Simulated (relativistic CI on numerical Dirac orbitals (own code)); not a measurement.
Inner-shell lines of Au43+

Computed by Dirac-Coulomb-Breit CI, separate exchange-only KLI orbitals for each configuration, QED by a radiative potential, valence Slater integrals scaled by 0.9 (own radial code, finite nucleus).

CI space (outside the closed core [Ar] 4s2 4p6): 3d10, 3d9 4f, 3d9 5p, 3d9 5f. Levels of other configurations are missing.

The table holds the strongest lines. The upper levels have an inner-shell vacancy. Auger decay, open to those above the ionisation limit, is not computed, and radiative decays to configurations outside the model are missing too. Absolute energies can be off by a few tenths of a per cent, and at this charge the scaling can make term splittings too narrow, so close lines can change order. LS names give the leading component, which can be well under half, for lower levels too. Brackets number the levels in order of energy.

```
E (eV)              Upper          Lower   A (s⁻¹)  gA (s⁻¹)
2369.6   3d9 4f 3P°_1 [3]  3d10 1S_0 [1]  5.12e+10  1.54e+11
2400.1  3d9 4f 3D°_1 [13]  3d10 1S_0 [1]  2.13e+14  6.38e+14
2483.3  3d9 4f 1P°_1 [21]  3d10 1S_0 [1]  4.21e+14  1.26e+15
2902.4  3d9 5p 1P°_1 [26]  3d10 1S_0 [1]  3.51e+12  1.05e+13
2934.1  3d9 5p 3D°_1 [29]  3d10 1S_0 [1]  3.31e+12  9.93e+12
2990.6  3d9 5p 3P°_1 [31]  3d10 1S_0 [1]  4.29e+11  1.29e+12
3087.7  3d9 5f 3P°_1 [35]  3d10 1S_0 [1]  8.91e+09  2.67e+10
3102.0  3d9 5f 1P°_1 [45]  3d10 1S_0 [1]  1.42e+14  4.27e+14
3185.4  3d9 5f 1P°_1 [53]  3d10 1S_0 [1]  1.49e+14  4.47e+14
```
